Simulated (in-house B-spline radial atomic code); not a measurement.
Orbital energies and mean radii along the 55-electron series, configuration [Kr] 4d10 4f7 5s2. The effective charge is n√(-2ε), a non-relativistic measure. Computed with a radial B-spline atomic code at the basis-set limit: non-relativistic Hartree-Fock, average of the configuration, point nuclei.

This level leaves out relativity, spin-orbit splitting included, which matters for heavy ions.

```
  ion   Z  energy of 3s (Eh)  mean radius of 3s (bohr)  energy of 4d (Eh)  mean radius of 4d (bohr)  energy of 3d (Eh)  mean radius of 3d (bohr)  energy of 4s (Eh)  mean radius of 4s (bohr)  effective charge of 3s
Dy11+  66            -76.349                   0.25016            -13.837                   0.59624            -57.402                   0.21293            -21.518                   0.55923                  37.071
Ho12+  67            -80.259                   0.24576            -15.328                   0.57928            -60.892                   0.20877            -23.253                   0.54693                  38.009
Er13+  68            -84.294                   0.24151             -16.89                   0.56322            -64.505                   0.20477            -25.062                   0.53509                  38.952
```
